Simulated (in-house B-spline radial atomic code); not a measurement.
The numbers below are computed, except where a source is named.
## N in electron gases of falling density

A nucleus sits in a uniform electron gas with a rigid positive background. The Kohn-Sham equations are solved self-consistently in the spin-unpolarised LDA (PW92), non-relativistic, on B-splines with outgoing waves at the boundary and partial waves to l = 8. The model has no lattice, no bands and no magnetic solution. Atomic units; δ_l are the phase shifts at the Fermi level, counted so that each bound state adds π, and good to about 0.0005.

```
r_s (bohr)     k_F   δ0/π   δ1/π    δ2/π  shallowest bound level (hartree)  σ_tr (bohr²)  Q (a.u.)
       1.5  1.2794  1.325  0.573   0.060                          s -0.139         19.61     1.775
      1.65  1.1631  1.368  0.590   0.049                          s -0.157         22.51     1.391
       1.8  1.0662  1.405  0.605   0.039                          s -0.172         25.28     1.103
         2  0.9596  1.448  0.620   0.027                          s -0.189         28.82     0.825
      2.07  0.9271  1.461  0.625   0.023                          s -0.195         30.04     0.750
       2.2  0.8723  1.483  0.632   0.017                          s -0.204         32.33     0.632
       2.4  0.7996  1.513  0.641   0.009                          s -0.216         35.96     0.497
      2.67  0.7188  1.544  0.649  -0.000                          s -0.232         41.28     0.372
         3  0.6397  1.572  0.655  -0.008                          s -0.249         48.77     0.276
       3.3  0.5816  1.590  0.658  -0.013                          s -0.263         56.77     0.219
       3.6  0.5331  1.603  0.659  -0.016                          s -0.276         66.05     0.180
         4  0.4798  1.614  0.658  -0.018                          s -0.291         80.55     0.144
```

Q = n k_F σ_tr, with n = 3/(4π r_s³).

(1) How does the screening charge move between partial waves as the gas thins?

(2) What end-to-end powers of r_s do the first and last rows give for σ_tr and Q?

Answers

(1) By (2/π)(2l + 1) δ_l, at r_s = 1.5 it is s 2.65, p 3.44, d 0.60, f and beyond 0.32, and at r_s = 4 s 3.23, p 3.95, d -0.18, f and beyond 0.01. The free atom is [He] 2s2 2p3.

(2) σ_tr goes as r_s^+1.44 and Q as r_s^-2.56. Since n k_F/k_F² goes as r_s⁻², Q = 4π n Σ/k_F would fall as r_s⁻² at fixed phase shifts; the sum Σ (l + 1) sin²(δ_l − δ_(l+1)) is 2.554 in the first row and 1.475 in the last, and ranges from 1.48 to 2.55 between them, so these powers are no law.
